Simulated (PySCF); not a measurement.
**Sn₂⁺: energy against distance**

Set-up: Sn def2-SVP with ECP28; scalar-relativistic core potentials (PySCF 2.14). Energies in eV from Sn⁺ + Sn in their ground configurations at the same level. State: ⁴Σg⁻ (quartet), unpaired electrons σ ↑, π ↑↑.

```json
{"R (Å)": "2.407", "B3LYP": "-1.742", "r²SCANh": "-2.072", "r²SCAN": "-2.130", "UHF-SCS-MP2": "-1.300"}
{"R (Å)": "2.519", "B3LYP": "-2.230", "r²SCANh": "-2.517", "r²SCAN": "-2.583", "UHF-SCS-MP2": "-1.770"}
{"R (Å)": "2.631", "B3LYP": "-2.504", "r²SCANh": "-2.750", "r²SCAN": "-2.824", "UHF-SCS-MP2": "-2.010"}
{"R (Å)": "2.715", "B3LYP": "-2.609", "r²SCANh": "-2.827", "r²SCAN": "-2.907", "UHF-SCS-MP2": "-2.082"}
{"R (Å)": "2.799", "B3LYP": "-2.652", "r²SCANh": "-2.843", "r²SCAN": "-2.930", "UHF-SCS-MP2": "-2.085"}
{"R (Å)": "2.883", "B3LYP": "-2.649", "r²SCANh": "-2.815", "r²SCAN": "-2.908", "UHF-SCS-MP2": "-2.038"}
{"R (Å)": "2.995", "B3LYP": "-2.594", "r²SCANh": "-2.728", "r²SCAN": "-2.831", "UHF-SCS-MP2": "-1.921"}
{"R (Å)": "3.135", "B3LYP": "-2.472", "r²SCANh": "-2.572", "r²SCAN": "-2.687", "UHF-SCS-MP2": "-1.716"}
{"R (Å)": "3.303", "B3LYP": "-2.284", "r²SCANh": "-2.349", "r²SCAN": "-2.478", "UHF-SCS-MP2": "-1.430"}
{"R (Å)": "3.527", "B3LYP": "-2.010", "r²SCANh": "-2.037", "r²SCAN": "-2.186", "UHF-SCS-MP2": "-1.031"}
```

Task: Put a parabola through the three lowest points of the B3LYP curve and estimate Re, k and ωe (reduced mass 59.95 u; 1 eV/Å² = 0.16022 mdyn/Å; ωe = 1302.8·√(k/μ) cm⁻¹).

Result: Through R = 2.715, 2.799, 2.883 Å the second-order coefficient is 3.26 eV/Å², so Re ≈ 2.836 Å, k ≈ 1.04 mdyn/Å and ωe ≈ 172 cm⁻¹. A polynomial fit of higher order to the unrounded B3LYP energies gives Re = 2.834 Å, k = 0.919 mdyn/Å, ωe = 161 cm⁻¹; anharmonicity and rounding make the difference.

The higher-order fit for each curve: B3LYP: Re = 2.834 Å, ωe = 161 cm⁻¹, De = 2.66 eV; r²SCANh: Re = 2.783 Å, ωe = 174 cm⁻¹, De = 2.84 eV; r²SCAN: Re = 2.796 Å, ωe = 169 cm⁻¹, De = 2.93 eV; UHF-SCS-MP2: Re = 2.761 Å, ωe = 192 cm⁻¹, De = 2.09 eV.

Correlated steps freeze 8 core orbitals. Correlated levels converge slowly with the basis: in double zeta they bind strong bonds too weakly, by up to about 1 eV, and carry superposition errors of some tenths. These are scalar-relativistic numbers at best; spin–orbit coupling would shift them, the dissociation energy most. The state was picked by a PBE0 search and need not be the measured ground state.
